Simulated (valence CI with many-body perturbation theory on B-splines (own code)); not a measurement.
Pt LXXII: electric-dipole lines

Method: valence CI with perturbative core correlation (CI+MBPT): five valence electrons over a frozen Dirac-Fock core [He], a basis of 9 s, 9 p, 8 d, 6 f, 3 g, 1 h functions for each j, with the one-electron correlation potential Σ1, the two-electron term Σ2, the three-electron term Σ3, Breit, model QED; selected CI, second order for the rest (own B-spline code, finite nucleus).

No measured spectrum was set against this ion. As an estimate, large intervals hold to a few tenths of a per cent, small ones and those within an open d or f shell to about a per cent. Among the levels kept, up to 1200 cm⁻¹ of a level comes from second order outside the variational space, and about a tenth of that is noise between levels of different J, which matters for small intervals.

Lines 1 to 50 of 262 in falling wavelength, among levels below 12841 eV, chosen from the strongest by gf and those to the six lowest levels. Wavelengths and rates use the calculated energies. Electric multipoles are in the length gauge, E1 and E2 with the static RPA response of the core. Weak lines are less certain than strong ones. Lines between different terms over intervals too small for the method are left out, as are lines whose strength nearly cancels. The highest levels of a list are the least certain.

Levels are named by their leading jj configuration (3d3/2^4 stands for four electrons in 3d with j = 3/2), which in mixed levels can hold well under half, so a name can repeat and another be missing. Letters in brackets count levels of one name in rising energy.

| λ vac (Å) | Upper | Lower | A (s⁻¹) | S (a.u.) |
| --- | --- | --- | --- | --- |
| 131.8 | (2s 2p1/2^2 2p3/2 3p1/2) J=5/2 | (2s 2p1/2^2 2p3/2 3s) J=3/2 [a] | 3.42e+09 | 2.32e-02 |
| 117.9 | (2s^2 2p1/2 2p3/2 3p1/2) J=5/2 | (2s^2 2p1/2 2p3/2 3s) J=3/2 [b] | 4.84e+09 | 2.35e-02 |
| 110.1 | (2s^2 2p1/2 2p3/2 3p1/2) J=5/2 | (2s^2 2p1/2 2p3/2 3s) J=5/2 | 5.50e+09 | 2.17e-02 |
| 108.2 | (2s^2 2p1/2^2 3p1/2) J=1/2 | (2s^2 2p1/2^2 3s) J=1/2 | 1.27e+10 | 1.58e-02 |
| 99.18 | (2s 2p1/2^2 2p3/2 3p1/2) J=3/2 [a] | (2s 2p1/2^2 2p3/2 3s) J=5/2 | 1.34e+10 | 2.58e-02 |
| 98.78 | (2s 2p1/2^2 2p3/2 3p1/2) J=5/2 | (2s 2p1/2^2 2p3/2 3s) J=5/2 | 8.47e+09 | 2.42e-02 |
| 77.77 | (2s^2 2p1/2 2p3/2 3p1/2) J=3/2 [b] | (2s^2 2p1/2 2p3/2 3s) J=5/2 | 2.18e+10 | 2.03e-02 |
| 56.59 | (2s^2 2p1/2 2p3/2 3d5/2) J=3/2 [a] | (2s^2 2p1/2 2p3/2 3p3/2) J=3/2 [b] | 2.72e+10 | 9.73e-03 |
| 56.14 | (2s^2 2p1/2 2p3/2 3d5/2) J=3/2 [b] | (2s^2 2p1/2 2p3/2 3p3/2) J=1/2 [b] | 3.67e+10 | 1.28e-02 |
| 54.82 | (2s^2 2p1/2 2p3/2 3d5/2) J=1/2 | (2s^2 2p1/2 2p3/2 3p3/2) J=1/2 [b] | 5.14e+10 | 8.36e-03 |
| 53.99 | (2s^2 2p1/2 2p3/2 3d5/2) J=5/2 [b] | (2s^2 2p1/2 2p3/2 3p3/2) J=5/2 [b] | 2.39e+10 | 1.12e-02 |
| 53.93 | (2s 2p1/2^2 2p3/2 3d5/2) J=5/2 | (2s 2p1/2^2 2p3/2 3p3/2) J=5/2 [a] | 3.58e+10 | 1.66e-02 |
| 53.19 | (2s 2p1/2^2 2p3/2 3d5/2) J=9/2 | (2s 2p1/2^2 2p3/2 3p3/2) J=7/2 | 1.06e+11 | 7.85e-02 |
| 52.48 | (2s 2p1/2^2 2p3/2 3d5/2) J=7/2 | (2s 2p1/2^2 2p3/2 3p3/2) J=5/2 [a] | 8.80e+10 | 5.02e-02 |
| 52.17 | (2s^2 2p1/2 2p3/2 3d5/2) J=7/2 [a] | (2s^2 2p1/2 2p3/2 3p3/2) J=5/2 [a] | 9.12e+10 | 5.12e-02 |
| 52.07 | (2s^2 2p1/2 2p3/2 3d5/2) J=7/2 [b] | (2s^2 2p1/2 2p3/2 3p3/2) J=5/2 [b] | 8.25e+10 | 4.60e-02 |
| 52.05 | (2s^2 2p1/2 2p3/2 3d5/2) J=5/2 [b] | (2s^2 2p1/2 2p3/2 3p3/2) J=3/2 [b] | 5.50e+10 | 2.30e-02 |
| 51.22 | (2s^2 2p1/2 2p3/2 3d5/2) J=9/2 | (2s^2 2p1/2 2p3/2 3p3/2) J=7/2 | 1.10e+11 | 7.28e-02 |
| 51.19 | (2s^2 2p1/2^2 3d5/2) J=5/2 | (2s^2 2p1/2^2 3p3/2) J=3/2 | 1.11e+11 | 4.42e-02 |
| 49.70 | (2s 2p1/2^2 2p3/2 3d5/2) J=5/2 | (2s 2p1/2^2 2p3/2 3p3/2) J=3/2 [a] | 7.39e+10 | 2.69e-02 |
| 49.48 | (2s^2 2p1/2 2p3/2 3d5/2) J=5/2 [a] | (2s^2 2p1/2 2p3/2 3p3/2) J=3/2 [a] | 8.09e+10 | 2.90e-02 |
| 48.97 | (2s^2 2p1/2 2p3/2 3d5/2) J=3/2 [a] | (2s^2 2p1/2 2p3/2 3p3/2) J=1/2 [a] | 6.95e+10 | 1.61e-02 |
| 46.57 | (2s 2p1/2^2 2p3/2 3d5/2) J=7/2 | (2s 2p1/2^2 2p3/2 3p3/2) J=7/2 | 2.72e+10 | 1.08e-02 |
| 46.02 | (2s^2 2p1/2 2p3/2 3d5/2) J=7/2 [b] | (2s^2 2p1/2 2p3/2 3p3/2) J=7/2 | 2.46e+10 | 9.45e-03 |
| 43.70 | (2s^2 2p1/2 2p3/2 3d5/2) J=3/2 [b] | (2s^2 2p1/2 2p3/2 3p3/2) J=3/2 [a] | 6.26e+10 | 1.03e-02 |
| 36.89 | (2s 2p1/2^2 2p3/2 3p3/2) J=7/2 | (2s^2 2p1/2 2p3/2 3p3/2) J=5/2 [a] | 6.73e+10 | 1.33e-02 |
| 35.02 | (2s 2p1/2^2 2p3/2^2) J=5/2 | (2s^2 2p1/2 2p3/2^2) J=5/2 | 2.34e+10 | 2.98e-03 |
| 32.87 | (2s 2p1/2^2 2p3/2^2) J=5/2 | (2s^2 2p1/2 2p3/2^2) J=3/2 | 3.53e+10 | 3.72e-03 |
| 30.18 | (2s 2p1/2^2 2p3/2^2) J=1/2 | (2s^2 2p1/2 2p3/2^2) J=1/2 | 8.14e+10 | 2.21e-03 |
| 30.09 | (2s 2p1/2^2 2p3/2^2) J=3/2 | (2s^2 2p1/2 2p3/2^2) J=1/2 | 2.56e+07 | 1.38e-06 |
| 29.83 | (2s 2p1/2^2 2p3/2 3d3/2) J=5/2 [b] | (2s^2 2p1/2 2p3/2 3d3/2) J=7/2 | 5.70e+10 | 4.48e-03 |
| 26.39 | (2s 2p1/2^2 2p3/2^2) J=3/2 | (2s^2 2p1/2 2p3/2^2) J=5/2 | 9.46e+10 | 3.43e-03 |
| 25.22 | (2s 2p1/2^2 2p3/2^2) J=1/2 | (2s^2 2p1/2 2p3/2^2) J=3/2 | 9.22e+07 | 1.46e-06 |
| 25.16 | (2s 2p1/2^2 2p3/2^2) J=3/2 | (2s^2 2p1/2 2p3/2^2) J=3/2 | 2.96e+10 | 9.30e-04 |
| 25.02 | (2p1/2^2 2p3/2^3) J=3/2 | (2s 2p1/2 2p3/2^3) J=5/2 | 1.81e+11 | 5.61e-03 |
| 22.00 | (2s 2p1/2^2 2p3/2 3p3/2) J=5/2 [a] | (2s 2p1/2^2 2p3/2 3s) J=3/2 [b] | 1.23e+11 | 3.87e-03 |
| 20.35 | (2s^2 2p1/2 2p3/2 3d3/2) J=5/2 [b] | (2s^2 2p1/2 2p3/2 3p1/2) J=3/2 [b] | 8.56e+11 | 2.13e-02 |
| 20.15 | (2s^2 2p1/2 2p3/2 3d3/2) J=3/2 [b] | (2s^2 2p1/2 2p3/2 3p1/2) J=3/2 [b] | 9.70e+11 | 1.57e-02 |
| 19.95 | (2s^2 2p1/2 2p3/2 3p3/2) J=1/2 [a] | (2s^2 2p1/2 2p3/2 3s) J=3/2 [b] | 4.62e+11 | 3.62e-03 |
| 19.90 | (2s^2 2p1/2 2p3/2 3d3/2) J=5/2 [a] | (2s^2 2p1/2 2p3/2 3p1/2) J=5/2 | 2.88e+11 | 6.72e-03 |
| 19.81 | (2s^2 2p1/2 2p3/2 3d3/2) J=1/2 [b] | (2s^2 2p1/2 2p3/2 3p1/2) J=3/2 [b] | 1.22e+12 | 9.39e-03 |
| 19.80 | (2s 2p1/2^2 2p3/2 3p3/2) J=3/2 [a] | (2s 2p1/2^2 2p3/2 3s) J=3/2 [a] | 1.71e+12 | 2.62e-02 |
| 19.79 | (2s^2 2p1/2 2p3/2 3p3/2) J=3/2 [a] | (2s^2 2p1/2 2p3/2 3s) J=3/2 [b] | 9.80e+11 | 1.50e-02 |
| 19.71 | (2s 2p1/2^2 2p3/2 3d3/2) J=5/2 [a] | (2s 2p1/2^2 2p3/2 3p1/2) J=5/2 | 8.43e+11 | 1.91e-02 |
| 19.70 | (2s 2p1/2^2 2p3/2 3d3/2) J=3/2 [b] | (2s 2p1/2^2 2p3/2 3p1/2) J=3/2 [b] | 6.31e+11 | 9.52e-03 |
| 19.70 | (2s 2p1/2^2 2p3/2 3d3/2) J=5/2 [a] | (2s 2p1/2^2 2p3/2 3p1/2) J=3/2 [a] | 7.35e+11 | 1.66e-02 |
| 19.66 | (2s 2p1/2^2 2p3/2 3d3/2) J=3/2 [b] | (2s 2p1/2^2 2p3/2 3p1/2) J=1/2 | 8.25e+11 | 1.24e-02 |
| 19.56 | (2s^2 2p1/2 2p3/2 3p3/2) J=3/2 [a] | (2s^2 2p1/2 2p3/2 3s) J=5/2 | 2.29e+11 | 3.38e-03 |
| 19.53 | (2s 2p1/2^2 2p3/2 3d3/2) J=3/2 [a] | (2s 2p1/2^2 2p3/2 3p1/2) J=5/2 | 3.52e+11 | 5.17e-03 |
| 19.52 | (2s 2p1/2^2 2p3/2 3d3/2) J=5/2 [b] | (2s 2p1/2^2 2p3/2 3p1/2) J=3/2 [b] | 1.62e+12 | 3.58e-02 |
